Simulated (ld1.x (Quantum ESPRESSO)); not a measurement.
**Transferability test, ultrasoft potential for Mg (Z = 12)**

Mg, ultrasoft, made with ld1.x (Quantum ESPRESSO) 7.5 (PBE, non-relativistic). Core [He], reference 2s2 2p6 3s1 3p0 (charge +1). Waves: 2s (bound): rcut 1.00, rcutus 1.10 bohr; 3s (bound): rcut 1.00, rcutus 1.10 bohr; 2p (bound): rcut 1.00, rcutus 1.25 bohr; 3p (bound, empty): rcut 1.00, rcutus 1.25 bohr. Local part: all-electron potential smoothed inside 0.85 bohr (lloc = -1). Core correction: none. Augmentation charge: PSQ, inside the norm-conserving radii.

Energies are relative to the spin-unpolarised reference configuration 2s2 2p6 3s1 3p0; without spin polarisation the order of configurations can differ from experiment.

| valence configuration | charge | ΔE all-electron (eV) | error AE − PS (meV) |
| --- | --- | --- | --- |
| 2s2 2p6 3s2 3p0 | 0 | -7.949 | -0.1 |
| 2s2 2p6 3s0 3p0 | +2 | 15.002 | -0.3 |
| 2s2 2p6 3s1.5 3p0 | +0.5 | -4.809 | -0.1 |
| 2s1 2p6 3s2 3p0 | +1 | 83.213 | -195 |
| 2s2 2p6 3s1 3p1 | 0 | -4.473 | -2.4 |
| 2s2 2p5 3s2 3p0 | +1 | 50.638 | -14 |
| 2s2 2p6 3s0 3p1 | +1 | 4.345 | -14 |
